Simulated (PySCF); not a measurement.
Highest orbital energy against ionisation energy along the second row

Calculated with PySCF 2.14, no spin-orbit coupling. Each cell gives −ε(HOMO) / ΔSCF in eV; NIST values include spin-orbit coupling, (s) semi-empirical, (t) theoretical.

| species | UHF | LDA | PBE | PBE0 | r2SCAN | NIST (lowest levels) |
| --- | --- | --- | --- | --- | --- | --- |
| Be⁺ (aug-cc-pCVTZ-DK, spin-free X2C) | 18.132 / 18.129 | 14.300 / 18.254 | 14.464 / 18.494 | 15.477 / 18.455 | 14.602 / 18.187 | 18.211 |
| B⁺ (aug-cc-pCVTZ-DK, spin-free X2C) | 23.783 / 23.449 | 19.410 / 24.560 | 19.511 / 24.615 | 20.799 / 24.571 | 19.729 / 24.267 | 25.155 |
| C⁺ (aug-cc-pCVTZ-DK, spin-free X2C) | 24.855 / 24.149 | 17.792 / 24.754 | 17.944 / 24.838 | 19.782 / 24.819 | 18.624 / 24.987 | 24.383 |
| N⁺ (aug-cc-pCVTZ-DK, spin-free X2C) | 30.357 / 29.185 | 21.992 / 30.038 | 22.016 / 29.888 | 24.232 / 29.896 | 22.783 / 30.122 | 29.601 (s) |
| O⁺ (aug-cc-pCVTZ-DK, spin-free X2C) | 36.183 / 34.550 | 26.428 / 35.562 | 26.363 / 35.264 | 28.966 / 35.295 | 27.277 / 35.460 | 35.121 |
| F⁺ (aug-cc-pCVTZ-DK, spin-free X2C) | 35.632 / 33.367 | 26.175 / 35.252 | 26.453 / 35.415 | 29.029 / 35.241 | 27.039 / 35.102 | 34.971 |
| Ne⁺ (aug-cc-pCVTZ-DK, spin-free X2C) | 42.079 / 39.239 | 31.245 / 41.418 | 31.247 / 41.134 | 34.222 / 40.991 | 32.030 / 41.121 | 40.963 |

**Question.** How far is −ε(HOMO) from ΔSCF on average for each method, and why?

**Answer.** UHF 1.28 eV; LDA -7.50 eV; PBE -7.38 eV; PBE0 -5.25 eV; r2SCAN -6.74 eV. Hartree-Fock orbital energies lack relaxation and so exceed the ΔSCF value; semilocal functionals have convex E(N) from self-interaction, so their HOMO lies far too high; exact exchange moves hybrids part of the way back.
